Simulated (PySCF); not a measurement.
## Exercise with solution: entropy of an ideal gas

Ga(F)2(SeH) (F2GaHSe), SMILES [F][Ga]([F])[SeH].

Geometry: PBE-D3(BJ)/def2-SVP. The structure was generated by enumeration; whether it is a known compound was not checked. The values are those of a single conformer.

PBE-D3(BJ)/def2-SVP run with PySCF gives the harmonic wavenumbers 105, 156, 175, 231, 294, 621, 671, 713, 2357 cm⁻¹ and the rotational temperatures 0.2817, 0.0709, 0.0567 K. The molar mass is 187.70 g/mol, the symmetry number 1, the spin multiplicity 1.

Problem. Work out the entropy at 298.15 K and 1 atm in the rigid-rotor, harmonic-oscillator model.

Solution. 
Translation (Sackur–Tetrode at 1 atm): S = R[1.5 ln M + 2.5 ln T − 1.16487] = 174.0 J/(mol K).
Rotation: q = (√π/σ) T^1.5/√(θA θB θC) = 271000, S = R[ln q + 3/2] = 116.5 J/(mol K).
Vibration: with u = 1.4388 ν/T, each mode gives R[u/(e^u − 1) − ln(1 − e^−u)]:
```csv
ν (cm⁻¹),modes,u,S (J/(mol K))
105,1,0.51,14.06
156,1,0.75,10.87
175,1,0.84,9.96
231,1,1.11,7.83
294,1,1.42,6.07
621,1,3.00,1.74
671,1,3.24,1.43
713,1,3.44,1.22
```
The stiffer modes add less than 0.005 each. Sum 53.2 J/(mol K).
Spin: R ln 1 = 0.0 J/(mol K).
Total 343.7 J/(mol K); the program's own thermochemistry gives 343.7. Translation makes up 51 % and vibration 15 %. Anharmonicity, hindered rotation and orbital degeneracy are left out.
